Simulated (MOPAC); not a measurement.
MOPAC input (AM1):

```
AM1 1SCF UHF MS=0.5 GEO-OK AUX(PRECISION=9) THREADS=1
ClSi

Si   -0.00000000 1   -0.00000000 1   -1.14275119 1
Cl    0.00000000 1    0.00000000 1    0.94108922 1
```

Q: What heat of formation does the run end on, and which ionisation energy by Koopmans theorem?

A: 27.89 kcal/mol; 7.67 eV.
